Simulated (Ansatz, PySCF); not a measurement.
Gas-phase reaction in SMILES: COc1cscn1 + 9 [H][H] (H2) → 4 C (CH4) + N (NH3) + O (H2O) + S (H2S)
Each molecule is optimised on its own at B3LYP-D3(BJ)/def2-TZVP (Ansatz, a first-principles code), one conformer each, not searched for the lowest. Unstable Hartree-Fock reference: COc1cscn1.

Quantity: energy of full hydrogenation (0 K, with B3LYP-D3(BJ) harmonic zero-point energies from PySCF), in eV. Valence correlation only, unless marked. No spin-orbit coupling. No relativistic terms. CBS(X,Y): correlation extrapolated as X^-3; Hartree-Fock from the larger set.

CCSD(T)/CBS(cc-pV(T+d)Z,cc-pV(Q+d)Z) (Ansatz) gives -5.98 eV.

Another calculation gave -6.24 eV. Which level was it?
A) revPBE/def2-TZVPD (Ansatz)
B) LC-wPBE/def2-TZVPD (Ansatz)
C) PBE0/def2-TZVPD (Ansatz)
D) wB97M-V/def2-TZVPD (Ansatz)

C, PBE0/def2-TZVPD (Ansatz). The others give -6.51 (LC-wPBE), -5.99 (wB97M-V), -5.46 (revPBE) eV.
